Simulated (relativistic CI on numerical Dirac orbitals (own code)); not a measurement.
Computed by Dirac-Coulomb-Breit CI, orbitals from a KLI potential per configuration, a model potential for QED, unscaled Slater integrals (own radial code, finite nucleus).

Configuration list (outside the closed core [Ne]): 3s2.3p6.3d7, 3s2.3p5.3d8, 3s2.3p4.3d9, 3s.3p6.3d8, 3p6.3d9, 3s.3p5.3d9, 3s2.3p6.3d6.4s, 3s2.3p6.3d6.4p, 3s2.3p4.3d8.4s, 3s2.3p6.3d6.4d, 3s2.3p4.3d8.4p, 3s2.3p5.3d7.4s, 3s2.3p6.3d6.4f, 3s2.3p4.3d8.4d, 3s.3p5.3d8.4s, 3s2.3p5.3d7.4p, 3s.3p5.3d8.4p, 3s2.3p5.3d7.4d, 3s2.3p6.3d5.4s2, 3s.3p5.3d8.4d, 3s.3p6.3d7.4s, 3p6.3d8.4s, 3s2.3p5.3d7.4f, 3s2.3p6.3d5.4s.4p, 3p6.3d8.4p, 3s2.3p6.3d6.5s, 3s.3p6.3d7.4p, 3s2.3p6.3d5.4p2, 3s2.3p6.3d6.5p, 3s2.3p5.3d6.4s2, 3p6.3d8.4d, 3s2.3p6.3d6.5d, 3s2.3p6.3d6.5f, 3s.3p6.3d6.4s2, 3s2.3p5.3d7.5s, 3s2.3p6.3d6.6s. Levels of other configurations are missing.

At this charge energies of transitions that change n are usually good to better than 1 %, and those within a shell (Δn = 0) to a few per cent.

Outline of the computed level scheme of Pt LIV. Lowest level of each configuration: 3s2.3p6.3d7 4F_9/2 at 0.000 eV; 3s2.3p5.3d8 4G°_11/2 at 453.840 eV.

Some strong electric-dipole decays among the lowest 45 levels: 3s2.3p5.3d8 4D°_7/2 → 3s2.3p6.3d7 4F_9/2 (2.5e+12 s⁻¹); 3s2.3p5.3d8 2G°_7/2 → 3s2.3p6.3d7 4F_9/2 (2.1e+12 s⁻¹); 3s2.3p5.3d8 4S°_3/2 → 3s2.3p6.3d7 4P_5/2 (2.1e+12 s⁻¹); 3s2.3p5.3d8 2G°_9/2 → 3s2.3p6.3d7 2H_11/2 (1.8e+12 s⁻¹); 3s2.3p5.3d8 2P°_3/2 → 3s2.3p6.3d7 2D_5/2 (1.8e+12 s⁻¹); 3s2.3p5.3d8 2P°_1/2 → 3s2.3p6.3d7 2P_3/2 (1.5e+12 s⁻¹); 3s2.3p5.3d8 4D°_5/2 → 3s2.3p6.3d7 4F_7/2 (1.4e+12 s⁻¹); 3s2.3p5.3d8 2G°_7/2 → 3s2.3p6.3d7 2H_9/2 (1.3e+12 s⁻¹).

LS names give the leading component of a level, which can be under half, so a name can repeat, a term be missing and a line seem to break the LS rules.
